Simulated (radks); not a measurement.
Ionisation of neutral helium, [He], to 1s1 as the strength of local exchange is varied. All-electron calculation, scalar-relativistic Kohn-Sham, Slater X-alpha exchange (alpha = 2/3 is LDA exchange), no correlation, spin-polarised, spherical densities, point nucleus. Program: a radial shooting solver on a logarithmic mesh with Libxc functionals.

alpha	E(He) (hartree)	exchange (hartree)	IE (eV)	-e of the level emptied (eV)	<r> of it (bohr)
0.667	-2.72419	-0.85334	22.075	14.073 (1s)	0.9719
0.678	-2.73829	-0.87012	22.224	14.255 (1s)	0.9684
0.763	-2.84868	-1.00267	23.397	15.689 (1s)	0.9427
0.782	-2.87372	-1.03301	23.664	16.018 (1s)	0.9371
0.865	-2.98460	-1.16858	24.851	17.491 (1s)	0.9137

NIST Atomic Spectra Database: 24.587 eV (measured). The Delta-SCF value meets it near alpha = 0.85.
